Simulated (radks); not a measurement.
Question: The gadolinium ion Gd48+, 16 electrons, occupied as [Ne] 3s2 3p4. All-electron calculation, non-relativistic Kohn-Sham, PBE, spin-polarised, spherical densities, point nucleus; open shells are filled with parallel spins first (spin-orbit coupling, left out, can overturn this in heavy ions); relativity is left out, which matters for an element this heavy. Program: a radial shooting solver on a logarithmic mesh with Libxc functionals. Some entries of the table are withheld. Estimate them.

orbital,occ.,eigenvalue (hartree),<1/r> (bohr^-1)
1s up,1,-1847.905,63.47
1s down,1,-1847.697,63.47
2s up,1,-388.4236,14.95
2s down,1,-388.2749,14.95
2p up,3,-376.4757,14.93
2p down,3,-376.2582,14.93
3s up,1,-155.4031,6.206
3s down,1,-154.7792,6.196
3p up,3,-150.8666,6.157
3p down,1,-150.2255,6.152
3d up,0,-143.7861,(1)
3d down,0,-143.2629,(2)
4s up,0,-82.74854,3.344
4s down,0,-82.52887,3.339

Answer: 
(1) 3d up <1/r> (bohr^-1): 6.044
(2) 3d down <1/r> (bohr^-1): 6.051
